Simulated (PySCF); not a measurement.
C₅H₉N. Atoms are numbered in the order given.

```xyz
15

C      3.0553     0.6389     0.2733
C      1.9221    -0.0137     0.2358
C      0.7858    -0.6643     0.1899
C     -0.4389    -0.1975    -0.5440
N     -1.5830    -0.1743     0.3365
C     -2.8133     0.2054    -0.3095
H      3.2640     1.3723     1.0598
H      3.8338     0.4709    -0.4787
H      0.6905    -1.6153     0.7301
H     -0.2270     0.7761    -1.0385
H     -0.6565    -0.9132    -1.3594
H     -1.3900     0.4368     1.1267
H     -2.7815     1.1895    -0.8280
H     -3.0871    -0.5483    -1.0666
H     -3.6310     0.2380     0.4260
```
Charge 0, spin multiplicity 1.

Coordinates come from a PBE0-D3(BJ)/def2-SVP optimisation. Other conformers were not sampled.

The numbers are results of PBE0-D3(BJ)/def2-SVP (PySCF), not measurements.

Frequencies are harmonic and unscaled.

```tsv
mode	ν (cm⁻¹)	IR (km/mol)	moving atoms (share of kinetic energy)
1	65	0.5	C 65 %, H 31 %
2	101	1.6	H 39 %, C 38 %, N 23 %
3	188	1.1	C 59 %, H 35 %
4	240	0.8	H 77 %, N 12 %, C 11 %
5	286	1.5	H 44 %, C 40 %, N 16 %
6	347	8.2	C 56 %, H 43 %
7	399	1.0	C 53 %, H 30 %, N 17 %
8	557	15.1	C 66 %, H 27 %
9	598	4.3	H 53 %, C 46 %
10	777	93.2	H 85 %, N 10 %
11	868	53.9	H 74 %, C 26 %
12	896	16.7	H 88 %, C 12 %
13	944	15.1	H 51 %, C 47 %
14	994	0.1	H 62 %, C 38 %
15	1006	11.3	H 46 %, C 41 %, N 13 %
16	1059	3.1	C 58 %, H 42 %
17	1125	1.5	H 76 %, C 23 %
18	1160	0.5	H 61 %, C 35 %
19	1171	7.3	H 55 %, C 24 %, N 21 %
20	1224	43.3	N 39 %, C 32 %, H 29 %
21	1262	9.1	H 66 %, C 22 %, N 12 %
22	1313	12.1	H 74 %, C 21 %
23	1383	19.3	H 75 %, C 24 %
24	1437	2.3	H 86 %, C 14 %
25	1462	18.1	H 91 %, C 8 %
26	1470	4.2	H 83 %, C 13 %
27	1480	2.1	H 58 %, C 42 %
28	1489	4.2	H 82 %, C 16 %
29	1505	38.2	H 85 %, N 10 %
30	2099	62.6	C 98 %
31	2956	65.2	H 95 %
32	2962	95.7	H 94 %
33	3046	29.0	H 92 %, C 8 %
34	3083	35.4	H 93 %
35	3144	21.1	H 91 %, C 9 %
36	3146	1.0	H 94 %
37	3163	1.6	H 92 %, C 8 %
38	3237	0.1	H 89 %, C 11 %
39	3572	2.7	H 93 %
```
